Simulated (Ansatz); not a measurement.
One change: `C=NCS[SiH3]` becomes `C=NC[O][SbH2]`.

Ansatz, PBE0-D4/def2-TZVP geometries, multiplicity 1. Each molecule was computed in one conformer, which needn't be the lowest.

Elements past krypton have def2 core potentials.  Spin–orbit coupling is left out; it splits and shifts lone-pair levels of the heavy atoms by tenths of an eV.

```json
{"property": "size of the dipole moment (B3LYP/def2-TZVPP) / D", "`C=NCS[SiH3]`": "2.37"}
{"property": "LUMO energy (PBE0/def2-TZVPP) / eV", "`C=NCS[SiH3]`": "-0.92"}
{"property": "HOMO–LUMO gap (PBE/def2-TZVPP) / eV", "`C=NCS[SiH3]`": "3.73"}
{"property": "size of the dipole moment (ωB97M-V/def2-TZVPP) / D", "`C=NCS[SiH3]`": "2.43"}
{"property": "LUMO energy (ωB97M-V/def2-TZVPP) / eV", "`C=NCS[SiH3]`": "1.29"}
{"property": "HOMO energy (ωB97M-V/def2-TZVPP) / eV", "`C=NCS[SiH3]`": "-9.15"}
```

(1) What does the change do to each property? (Estimate.)

Results:

(1) Ansatz gave: 
| property | `C=NC[O][SbH2]` | shift |
| --- | --- | --- |
| size of the dipole moment (B3LYP/def2-TZVPP) / D | 1.89 | -0.48 |
| LUMO energy (PBE0/def2-TZVPP) / eV | -1.28 | -0.36 |
| HOMO–LUMO gap (PBE/def2-TZVPP) / eV | 3.79 | 0.06 |
| size of the dipole moment (ωB97M-V/def2-TZVPP) / D | 1.98 | -0.45 |
| LUMO energy (ωB97M-V/def2-TZVPP) / eV | 0.47 | -0.82 |
| HOMO energy (ωB97M-V/def2-TZVPP) / eV | -9.68 | -0.53 |

Dipoles are sizes alone; their direction can turn.

B3LYP here is the variant with VWN-RPA as its local correlation; programs differ in this.
